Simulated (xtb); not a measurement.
Ga(Br)(OH)2 (BrGaH₂O₂), SMILES [OH][Ga]([OH])[Br]. All values are semi-empirical tight-binding results from xtb (GFN2-xTB unless named), good for trends rather than for accurate numbers. Coordinates come from a GFN2-xTB optimisation. The structure was generated by enumeration; whether it is a known compound was not checked. Other conformers were not sampled.

Optimised geometry:

```xyz
6

Ga    -0.0028     0.7447     0.0000
Br    -0.0048    -1.5110     0.0000
O     -1.5290     1.5608     0.0000
H     -1.5572     2.5176     0.0000
O      1.4615     1.6819     0.0000
H      2.3537     1.3406     0.0000
```
Charge 0, spin multiplicity 1.

For metal compounds this method's bond lengths and energies can be far off.

The point group as xtb finds it is Cs and the orbital gap comes out as 4.05 eV. The zero-point energy is 15.6 kcal/mol and the G − E(el) at 298.15 K (modified RRHO) is -4.7 kcal/mol.

### Question
Give the atomic charges and the Wiberg bond orders between heavy atoms. (An estimate is asked for; the answer gives what the named calculation found.)

### Answer
charges (e) Ga1 0.18, Br2 -0.01, O3 -0.42, H4 0.34, O5 -0.43, H6 0.33. Bond orders Ga1–Br2 1.22, Ga1–O3 1.25, Ga1–O5 1.22.
